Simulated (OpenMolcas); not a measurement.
**In+: RASPT2 settings compared**

- Program: OpenMolcas
- Basis: ANO-R2 [7s6p4d2f1g]
- Scalar Hamiltonian: X2C, finite nucleus
- Active space: 2 electrons in 9 orbitals (RAS2 5s 5p; RAS3 5d, at most 2 electrons)
- State averaging: 2S+1 = 1 even, 1 root; 2S+1 = 1 odd, 3 roots; 2S+1 = 3 odd, 3 roots kept (CI in the orbitals of an earlier block)
- Spin-orbit coupling: RASSI with atomic mean-field integrals over the reference wave functions, term energies averaged over their components

Methods on the same reference wave functions:
A. RASSCF
B. SS-RASPT2, IPEA 0.4 Eh, no level shift (closed shells correlated: 4s 4p 4d)
C. SS-RASPT2, IPEA 0.3 Eh, imaginary shift 0.3 Eh (closed shells correlated: 4s 4p 4d)
D. XMS-RASPT2, IPEA 0.15 Eh, no level shift (closed shells correlated: 4d)

Energies in cm-1 above 5s2 1S0, the measured ground level; measured values from NIST Handbook of Basic Atomic Spectroscopic Data.

| Level | A | B | C | D | Measured |
| --- | --- | --- | --- | --- | --- |
| 5s2 1S0 | 0.0 | 0.0 | 0.0 | 0.0 | 0.0 |
| 5s 5p 3P* 0 | 41444 | 44470 | 44610 | 43350 | 42276 |
| 5s 5p 3P* 1 | 42055 | 45080 | 45220 | 43960 | 43351 |
| 5s 5p 3P* 2 | 43394 | 46420 | 46560 | 45300 | 45830 |
| 5s 5p 1P* 1 | 63827 | 63180 | 63120 | 62280 | 63038 |

Deviations, from unrounded energies. A percentage is the sum of absolute deviations over the sum of measured energies, with the sign that they share, or ± where signs differ.

```
           Against measurement  Levels     A     B     C     D
mean absolute deviation (cm-1)       4  1300  1200  1300   740
      other configurations (%)       4  ±2.8  +2.4  +2.6  ±1.5
```

D lies closest to measurement on these levels and A furthest from it. The largest miss of D in the table is 5s 5p 3P* 0, by +1100 cm-1. The ranking rests on the paired levels alone, and a cruder setting can come out closer through cancelling errors.

Among B to D the level of the table that moves most is 5s 5p 3P* 2, by 1300 cm-1 (lowest in D, highest in C). Moves below CASPT2's spread within the term are not significant.

The lowest spin-free term lies below A's lowest term by 0.654 hartree in B, 0.655 hartree in C, 0.424 hartree in D.

CASPT2 breaks the degeneracy within a term, and the mean is taken; among the terms shown or strongly mixed into the levels shown the widest spread is 56 cm-1 (5s 5p 3P*, D). Terms from blocks run as CI alone lack orbitals of their own. Active for correlation alone: 5d; no level in the range computed is led by a configuration that fills it, so any true level of that kind is missing. Without dynamic correlation excited terms often stand tens of per cent too high (terms of higher spin than the ground term too low), and those without a measured partner can miss by more than the paired ones (holds for A). Measured partners are found by configuration, term and J. A level has none where our copy of the source lacks it or the pairing is in doubt (some pairs that miss far off the trend of their configuration count as doubtful), and it then counts in no deviation. Levels of configurations outside the active space are missing.

* marks odd parity.
